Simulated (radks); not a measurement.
Results of a calculation; reference values are marked as such.
S+, 15 electrons, occupied as [Ne] 3s2 3p3.

Code: a radial shooting solver on a logarithmic mesh with Libxc functionals. Model: non-relativistic Kohn-Sham, PBEsol, spin-unpolarised, spherical densities, point nucleus.

Energy parts (hartree):
part                      energy
total                 -396.84732
kinetic                396.28391
electron-nucleus      -939.01741
Hartree                170.29167
exchange-correlation   -24.40550

Orbitals (lengths in bohr, moments of r in powers of bohr):
orbital  occ.  eigenvalue (hartree)      <r>      <r^4>
1s          2             -88.39579  0.09740  0.0004192
2s          2              -8.14693   0.4816     0.1382
2p          6              -6.17584   0.4433     0.1302
3s          2              -1.00822    1.643      15.94
3p          3              -0.61622    1.895      31.58

The highest occupied level is 3p at -16.768 eV. Virial ratio -V/T = 2.00142. For comparison, the ionisation energy in NIST's Atomic Spectra Database is 23.338 eV (measured). In exact Kohn-Sham theory the highest level is minus the ionisation energy, but local and semilocal functionals leave it too shallow, through self-interaction and a potential that decays too fast; potentials with the right tail come closer. The density falls to 0.001 e/bohr^3 at r = 3.70 bohr. The electron density at the nucleus is 2667 e/bohr^3. Summed over all electrons, <r^2> = 20.97 bohr^2, which gives a Langevin (diamagnetic) susceptibility term of -16.6 x 10^-6 cm^3/mol.

Run on one thread of a shared host, so times are rough (Arm Neoverse V2): 0.05 s of CPU time, 0.05 s wall, 14 iterations on 2476 mesh points.

Beside tabulated values, note that spin-unpolarised runs miss the spin-polarisation part of the exchange energy of open shells.
